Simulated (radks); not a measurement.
Values are calculated unless marked as measured or tabulated.
All-electron atom: Zn II in [Ar] 3d10 4s1. Code: a radial shooting solver on a logarithmic mesh with Libxc functionals. Model: non-relativistic Kohn-Sham, PBEsol, spin-unpolarised, spherical densities, point nucleus. Some entries of the table are withheld. Estimate them.

| orbital | occ. | eigenvalue (eV) | <1/r> (bohr^-1) |
|---|---|---|---|
| 1s | 2 | (1) | (2) |
| 2s | 2 | -1140.574 | 6.430 |
| 2p | 6 | -1006.702 | (3) |
| 3s | 2 | -134.2961 | 2.045 |
| 3p | 6 | -91.8104 | 1.916 |
| 3d | 10 | (4) | 1.525 |
| 4s | 1 | -13.6903 | 0.5329 |

Answer. 
(1) 1s eigenvalue (eV): -9406.467
(2) 1s <1/r> (bohr^-1): 29.49
(3) 2p <1/r> (bohr^-1): 6.398
(4) 3d eigenvalue (eV): -20.1150
